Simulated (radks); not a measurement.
The numbers below are computed, except where a source is named.
Question: The europium ion Eu3+, configuration [Xe] 4f6. Level of theory: scalar-relativistic Kohn-Sham, r2SCAN, spin-polarised, spherical densities, finite nucleus; open shells are filled with parallel spins first (spin-orbit coupling, left out, can overturn this in heavy ions); meta-GGA in the generalised Kohn-Sham scheme; Fermi nuclear charge, rms radius 5.0819 fm (a radial shooting solver on a logarithmic mesh with Libxc functionals). Some entries of the table are withheld. Estimate them.

orbital  occ.  eigenvalue (eV)  <1/r> (bohr^-1)
1s up       1        -48467.56            70.21
1s down     1        -48467.55            70.21
2s down     1        -8006.080            16.29
2s up       1        -8006.062            16.29
2p down     3        -7133.151            15.23
2p up       3        -7133.149            15.23
3s up       1        -1795.629            5.977
3s down     1        -1792.890            5.983
3p up       3        -1522.523            5.619
3p down     3        -1519.780            5.626
3d up       5        -1157.110            5.323
3d down     5        -1154.972            5.330
4s up       1        -388.1422            2.504
4s down     1        -381.3947            2.504
4p up       3        -297.7379            2.305
4p down     3        -290.9428            2.305
4d up       5        -171.2589              (1)
4d down     5        -164.3992              (2)
5s up       1         -75.4386           0.9863
5s down     1         -72.1335           0.9581
5p up       3         -52.6071           0.8490
5p down     3         -50.2387           0.8221
4f up       6              (3)            1.499
4f down     0              (4)            1.455

Answer: 
(1) 4d up <1/r> (bohr^-1): 2.030
(2) 4d down <1/r> (bohr^-1): 2.027
(3) 4f up eigenvalue (eV): -34.9917
(4) 4f down eigenvalue (eV): -28.7676
